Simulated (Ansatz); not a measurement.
One change: `F[SiH2]N[SiH2][SiH3]` becomes `F[SiH2]N[SiH3]`.

Ansatz, PBE0-D4/def2-TZVP geometries, multiplicity 1. Each molecule was computed in one conformer, which needn't be the lowest.

```json
{"property": "HOMO–LUMO gap (ωB97M-V/def2-TZVPP) / eV", "`F[SiH2]N[SiH2][SiH3]`": "11.04"}
{"property": "HOMO energy (PBE/def2-TZVPP) / eV", "`F[SiH2]N[SiH2][SiH3]`": "-6.43"}
{"property": "HOMO–LUMO gap (B3LYP/def2-TZVPP) / eV", "`F[SiH2]N[SiH2][SiH3]`": "6.86"}
{"property": "LUMO energy (ωB97M-V/def2-TZVPP) / eV", "`F[SiH2]N[SiH2][SiH3]`": "1.30"}
{"property": "HOMO–LUMO gap (PBE0/def2-TZVPP) / eV", "`F[SiH2]N[SiH2][SiH3]`": "7.24"}
{"property": "LUMO energy (PBE/def2-TZVPP) / eV", "`F[SiH2]N[SiH2][SiH3]`": "-1.23"}
```

(1) Give the same properties after the change, and the shifts. (Estimate.)

Answers

(1) The calculation gave: 
| property | `F[SiH2]N[SiH3]` | shift |
| --- | --- | --- |
| HOMO–LUMO gap (ωB97M-V/def2-TZVPP) / eV | 12.04 | 1.00 |
| HOMO energy (PBE/def2-TZVPP) / eV | -6.76 | -0.33 |
| HOMO–LUMO gap (B3LYP/def2-TZVPP) / eV | 7.67 | 0.81 |
| LUMO energy (ωB97M-V/def2-TZVPP) / eV | 1.59 | 0.29 |
| HOMO–LUMO gap (PBE0/def2-TZVPP) / eV | 8.13 | 0.89 |
| LUMO energy (PBE/def2-TZVPP) / eV | -0.84 | 0.39 |

With PBE0 the HOMO falls by 0.50 eV and the LUMO rises by 0.40 eV, so the gap widens by about 0.90 eV. PBE moves the HOMO by -0.33 eV and ωB97M-V by -0.70 eV.

B3LYP here is the variant with VWN-RPA as its local correlation; programs differ in this.
